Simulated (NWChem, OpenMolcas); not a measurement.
SnCl2 (SMILES [Cl][Sn][Cl]): the vertical ionisation energy, rung by rung

SnCl2 has 3 atoms, charge 0, and is taken as a singlet. SMILES: `[Cl][Sn][Cl]`. The coordinates come from a PBE0-D4/def2-TZVP relaxation.

```csv
atom,x (Å),y (Å),z (Å)
Cl,1.1542,1.2207,0.7560
Sn,-0.7969,0.5189,-0.3766
Cl,-0.3682,-1.8045,-0.3926
```

Each level gives the vertical ionisation energy (to the doublet cation) (eV). The values are calculated.

| level | kind | program | value (eV) | CPU time (all runs) |
| --- | --- | --- | --- | --- |
| SVWN5/def2-SVP (core potential) | LDA | OpenMolcas | 10.01 | 21 s |
| PBE/def2-SVP (core potential) | GGA | NWChem | 9.79 | 1.9 min |
| BLYP/def2-SVP (core potential) | GGA | OpenMolcas | 9.61 | 30 s |
| M06-L/def2-SVP (core potential) | meta-GGA | OpenMolcas | 9.99 | 37 s |
| TPSS/def2-SVP (core potential) | meta-GGA | OpenMolcas | 9.87 | 40 s |
| B3LYP/def2-SVP (core potential) | global hybrid | OpenMolcas | 9.99 | 29 s |
| M06-2X/def2-SVP (core potential) | hybrid meta-GGA | OpenMolcas | 9.92 | 32 s |
| MP2/def2-SVP (core potential) | perturbation theory | NWChem | 9.76 | 39 s |

Spin-orbit coupling, which can split open shells on such heavy atoms by tenths of an eV, is left out. The values span 9.61 to 10.01 eV. In the correlated wave-function rows the outer d shell of Sn is correlated, in sets not made for it. Times are those of the runs behind each value, whatever else they computed, on shared processors of several kinds: orders of magnitude only.
